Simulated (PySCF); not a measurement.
Vertical excitations of a molecule C3H2ClF3 from TDA-PBE/def2-SVPD (PySCF), as energy in eV (oscillator strength): 5.60 (0.001), 6.24 (0.021), 6.25 (0.177), 6.81 (0.004), 6.88 (0.008), 7.05 (0.004), 7.34 (0.005), 7.57 (0.011), 7.66 (0.008), 7.85 (0.055). Lowest triplet (TDA): 3.94 eV. The structure is a stationary point at B3LYP-D3(BJ)/def2-SVP. One conformer was computed; it need not be the lowest.

Problem. Pick the molecule that these values belong to.
(A) C=C(Cl)C(F)(F)F
(B) F/C=C(/Cl)C(F)F
(C) F/C(=C\Cl)C(F)F
(D) F/C(Cl)=C\C(F)F

Solution. B, F/C=C(/Cl)C(F)F
